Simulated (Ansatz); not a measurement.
Relaxation of CH7AlFNOSi (13 atoms, charge 0, multiplicity 1), to a largest force component of 0.02 eV/Å in at most 40 steps.

Theory: Ansatz 0.2.0, RKS PBE0-D4/STO-3G.

```xyz
13
Properties=species:S:1:pos:R:3
N -0.882 -2.152 1.751
Al 0.174 -0.568 1.531
Si 0.745 0.163 -0.646
O 0.173 -0.881 -1.809
C 0.154 1.892 -0.926
F -1.225 1.935 -0.799
H -1.779 -1.920 1.204
H -0.401 -2.879 1.253
H 0.689 0.253 2.859
H 2.245 0.149 -0.733
H -0.885 -0.876 -1.604
H 0.466 2.248 -1.905
H 0.545 2.602 -0.163
```

Problem. Where does it end, and by what steps?

Solution. The run converged. The force dipped under the threshold on the way, but the program's further checks kept it going. Limits of this set-up: minimal basis. After 24 steps the energy has fallen by 1.576 eV; H7 moved furthest, 1.34 Å.

| step | energy less start (eV) | largest force component (eV/Å) | accepted |
| --- | --- | --- | --- |
| 0 | 0.0000 | 4.536 | yes |
| 1 | -0.7688 | 1.476 | yes |
| 2 | -0.8569 | 0.248 | yes |
| 3 | -0.8833 | 0.775 | yes |
| 4 | -0.9108 | 1.476 | yes |
| 5 | -1.0138 | 1.228 | yes |
| 6 | -1.1418 | 1.313 | yes |
| 7 | -1.2444 | 1.808 | yes |
| 8 | -1.3595 | 0.988 | yes |
| 9 | -1.4386 | 0.958 | yes |
| 10 | -1.5376 | 0.513 | yes |
| 11 | -1.5643 | 0.188 | yes |
| 12 | -1.5652 | 0.324 | yes |
| 13 | -1.5739 | 0.131 | yes |
| 14 | -1.5750 | 0.049 | yes |
| 15 | -1.5753 | 0.017 | yes |
| 16 | -1.5755 | 0.032 | yes |
| 17 | -1.5756 | 0.019 | yes |
| 18 | -1.5757 | 0.021 | yes |
| 19 | -1.5759 | 0.032 | yes |
| 20 | -1.5760 | 0.032 | yes |
| 21 | -1.5761 | 0.029 | yes |
| 22 | -1.5762 | 0.021 | yes |
| 23 | -1.5763 | 0.026 | yes |
| 24 | -1.5763 | 0.013 | yes |

```xyz
13
Properties=species:S:1:pos:R:3
N -0.933 -1.959 1.527
Al 0.083 -0.566 1.498
Si 0.832 0.159 -0.552
O 0.543 -0.883 -1.903
C 0.119 1.900 -0.949
F -1.207 2.091 -0.502
H -1.333 -2.388 2.378
H -1.225 -2.523 0.711
H 0.395 0.068 2.819
H 2.269 0.346 -0.608
H -0.463 -1.036 -1.875
H 0.167 2.086 -2.045
H 0.773 2.670 -0.483
```

Whether the end is a true minimum wasn't checked by a vibrational analysis.

Run time: 110 s on 1 thread of Arm Neoverse V1, on a shared host, peak memory 0.21 GiB.
